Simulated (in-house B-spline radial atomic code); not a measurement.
# Ionising the krypton ion Kr⁵⁺ with different functionals

Computed with a radial B-spline atomic code at the basis-set limit: non-relativistic Hamiltonian, point nucleus, spin-polarised at highest spin, spherical fractional occupations for the functionals, the average over the highest-spin determinants for Hartree-Fock. The ionisation energy is the difference of two self-consistent energies, [Ar] 3d10 4s2 4p1 → [Ar] 3d10 4s2, without Breit or QED terms; ε is the level of the shell that loses the electron (its least bound occupied spin orbital). There is no spin-orbit coupling in this Hamiltonian.

Hybrids are left out here: with spherical fractional occupations of an open shell their exact exchange keeps a self-interaction that integer-occupation calculations don't have.

```tsv
method	rung	ΔSCF (eV)	-ε(4p) (eV)
Hartree-Fock	Hartree-Fock	76.59	76.81
LDA VWN5	LDA	77.85	71.00
LDA PW92	LDA	77.84	70.99
LDA exchange-only	LDA	76.42	69.66
PBE	GGA	77.43	70.71
PBEsol	GGA	77.48	70.77
BLYP	GGA	77.52	70.68
RPBE	GGA	?	?
PW91	GGA	77.59	70.85
BP86	GGA	77.63	70.88
AM05	GGA	77.47	70.75
OLYP	GGA	?	?
TPSS	meta-GGA	77.34	70.75
SCAN	meta-GGA	77.45	70.95
r2SCAN	meta-GGA	77.38	70.92
M06-L	meta-GGA	76.94	70.30
revTPSS	meta-GGA	77.29	70.73
```

Problem. What does OLYP give?

Solution. ΔSCF 77.28 eV, and -ε(4p) = 70.74 eV.

Problem. What does RPBE give?

Solution. ΔSCF 77.28 eV, and -ε(4p) = 70.63 eV.

Problem. How do they compare with the NIST value?

Solution. NIST lists 78.5 eV ± 0.2 (semi-empirical, ground level to ground level). Errors run from -2.07 to -0.64 eV; LDA VWN5 is closest (-0.64 eV), though others lie within the uncertainty of it, and part of that can be cancellation, since the calculations leave out relativity, Breit-QED terms, multiplet and fine-structure energies. Hartree-Fock also lacks correlation.
